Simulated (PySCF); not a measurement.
Pb(Br)2 cation (Br2Pb), SMILES [Pb]([Br])[Br] (connectivity only; charge and spin as stated), charge +1, multiplicity 2. Geometry: PBE-D3(BJ)/def2-SVP. The spin state was assumed, not searched. The isomer is the one that the SMILES or the coordinates give; other isomers of the formula were not compared. The def2 effective core potentials stand for the cores of Pb; spin–orbit coupling is left out.

Method: PBE-D3(BJ)/def2-SVP run with PySCF.

Harmonic wavenumbers (cm⁻¹): 107, 152, 206. Rotational constants (GHz): 1.384, 1.082, 0.6074; symmetry number 2.

Q: Work out the zero-point energy and the ideal-gas rigid-rotor harmonic-oscillator thermochemistry at 298.15 K and 1 atm.

A: ZPE = ½ Σ hcν = ½ × 465 cm⁻¹ = 0.67 kcal/mol. H − E(el) = 4.23 kcal/mol. Entropy in cal/(mol K): translation 43.59, rotation 28.87, vibration 8.05, spin 1.38, total 81.89. G − E(el) = -20.18 kcal/mol. Cp = 13.62 cal/(mol K). Modes under 150 cm⁻¹ make the vibrational entropy uncertain.
